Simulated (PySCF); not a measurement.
# Reading the logs of faulty runs: BH6OSi2

Calculated results; nothing here was measured. They come from PySCF 2.14.0, an open-source quantum chemistry program, on an isolated molecule that a program drew, which may never have been made. The molecule is BH6OSi2 (charge 0, doublet), drawn as the SMILES string `OB([SiH2])[SiH3]`.

Each row is a Hartree-Fock (HF) and frozen-core CCSD(T) single point in the cc-pV(D+d)Z basis, meant for a local HF minimum. Run 1 is clean. Each other run has one planted mistake out of seven kinds, and not every kind appears here: one electron removed, one electron added, multiplicity raised by two, geometry at a saddle point, minimal basis STO-3G, one bond length entered in bohr, all coordinates scaled. The reference is restricted for singlets and unrestricted otherwise, and also for a bond in bohr. Adding or removing an electron swaps singlet and doublet. Electrons count all cores. HOMO and LUMO are orbital energies over both spins, the gradient is its largest component, and the lowest frequency (negative if imaginary) is given only where the gradient is small. Bond lengths are over the 9 bonds as drawn. T1 is the CCSD diagnostic: over 0.02 (restricted) or 0.045 (unrestricted) a single reference is doubtful.

Geometry of the clean run:
```xyz
10
BH6OSi2, angstrom
O    -0.9781    0.3597   -0.6993
B    -0.8071    0.4287    0.6434
Si   -1.6474   -0.9325    1.9022
Si    0.3039    2.0138    1.3377
H    -1.4678   -0.3873   -1.0118
H    -1.9926   -2.2652    1.3406
H    -1.0270   -1.0792    3.2382
H     0.1033    3.2280    0.5078
H    -0.0424    2.3439    2.7445
H     1.7466    1.6549    1.3022
```

```
run,electrons,basis functions,<S^2>,HOMO (eV),LUMO (eV),gradient (hartree/bohr),lowest frequency (cm^-1),mean bond (Å),longest bond (Å),T1,HF (hartree),CCSD(T) (hartree),mistake
1,47,104,0.767,-8.60,0.75,1.4e-06,38,1.5354,2.056,0.0177,-680.90635,-681.43710,no fault
2,47,34,0.759,-5.77,6.04,4.6e-02,-,1.5354,2.056,0.0176,-672.89040,-673.10022,minimal basis STO-3G
3,47,104,3.771,-5.59,-1.36,2.9e-02,-,1.5354,2.056,0.0230,-680.75382,-681.27589,multiplicity raised by two
4,48,104,0.000,-0.93,7.59,4.1e-02,-,1.5354,2.056,0.0190,-680.90574,-681.47197,one electron added
5,47,104,1.606,-8.86,0.54,2.4e-02,-,1.6289,2.056,0.0489,-680.78922,-681.31211,one bond length entered in bohr
6,46,104,0.000,-15.46,-6.84,3.9e-02,-,1.5354,2.056,0.0221,-680.62264,-681.14593,?
```

**Which mistake was planted in run 6, and what did it cost?**

It counts 46 electrons, one fewer than the clean run, at the same geometry and basis. So the mistake is: one electron removed. Subtracting run 1 and multiplying by 627.51 kcal/mol a hartree, the energy moved by 178.0 kcal/mol in HF and 182.7 kcal/mol in CCSD(T).

Cautions from the logs. Run 5: T1 is over the limit, so its CCSD(T) energy is less reliable; run 6: T1 is over the limit, so its CCSD(T) energy is less reliable.
